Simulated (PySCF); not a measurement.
C4H6OSe, SMILES C=C1CO[C@H]1[SeH]. The structure is a stationary point at PBE0-D3(BJ)/def2-SVP. The structure was generated by enumeration; whether it is a known compound was not checked. One conformer was computed; it need not be the lowest.

Give the equilibrium geometry at PBE0-D3(BJ)/def2-SVP (PySCF confirms it by a frequency run) as Cartesian coordinates in Å. (The exact figures need the calculation; the answer reports its results.)

One answer among several that fit: 
```xyz
12

C      0.7300    -2.3941    -0.0628
C     -0.2473    -1.5121     0.1000
C     -1.4701    -1.3494     0.9629
O     -1.7726    -0.1091     0.3118
C     -0.6142    -0.1829    -0.4997
Se     0.7591     1.1850    -0.1637
H      1.5277    -2.2184    -0.7891
H      0.7673    -3.3141     0.5261
H     -2.2673    -2.1001     0.8214
H     -1.2774    -1.2241     2.0436
H     -0.8506    -0.1533    -1.5756
H      0.0826     2.2243    -0.9565
```
Charge 0, spin multiplicity 1.
